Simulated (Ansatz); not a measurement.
Consider the substitution at a C–Si bond: `[SiH3]C[SiH2][SeH]` + H₂S → `SC[SiH2][SeH]` + SiH₄.

Isolated molecules relaxed with PBE0-D4/def2-TZVP in Ansatz; ΔE leaves out vibrations. CBS: MP2 limit from def2 TZ/QZ plus the TZ coupled-cluster correction, frozen cores. This one scheme is used for every species. Functionals use def2-TZVPP. B3LYP here is the variant with VWN-RPA as its local correlation; programs differ in this. HSE06 is defined as in plane-wave codes. For Se outer-core shells are correlated without core-valence functions, which leaves a few kJ/mol of doubt a bond. Scalar relativity is left out up to krypton. One conformer a species, not always the lowest.

**Question.** Is it downhill or uphill in electronic energy at CCSD(T)/CBS, and by how much? (Estimate.)

**Answer.** Computed: Uphill: ΔE = +65.8 kJ/mol.

**Question.** What do these levels give: revPBE-D4, BLYP-D4, PBE0-D4, PBE, revPBE, B3LYP, HSE06, MP2/def2-SVP, CCSD/def2-SVP, CCSD(T)/def2-SVP, MP2/def2-QZVPP, CCSD/CBS(def2)? (An estimate is asked.)

**Answer.** Computed: revPBE-D4 59.6, BLYP-D4 58.7, PBE0-D4 65.0, PBE 60.1, revPBE 58.3, B3LYP 59.4, HSE06 63.2, MP2/def2-SVP 66.0, CCSD/def2-SVP 64.4, CCSD(T)/def2-SVP 63.8, MP2/def2-QZVPP 66.4, CCSD/CBS(def2) 66.2 kJ/mol.

**Question.** What do rigid-rotor, harmonic-oscillator terms from PBE0-D4/def2-TZVP frequencies (298.15 K, 1 bar) make of the CCSD(T)/CBS value? (An estimate is asked.)

**Answer.** Computed: ΔZPE = +1.6 kJ/mol, ΔH = +66.3 kJ/mol, ΔS = -11 J/(mol·K), ΔG = +69.5 kJ/mol.

Largest T1 diagnostic among the species: 0.011.

From BLYP to BHLYP (50 % exact exchange), in def2-TZVPP and without D4, ΔE moves by +6.1 kJ/mol. Leaving LDA and LC-ωPBE aside and taking each functional with its dispersion term where it has one, the values, not all of them listed here, spread over 9.1 kJ/mol, from BLYP-D4 to B97M-V. LDA lies +4.3 kJ/mol from PBE without D4. In def2-TZVPP, CCSD(T) changes the Hartree–Fock value by +5.4 kJ/mol (the triples alone add −0.5 kJ/mol) and MP2 by +5.8 kJ/mol.
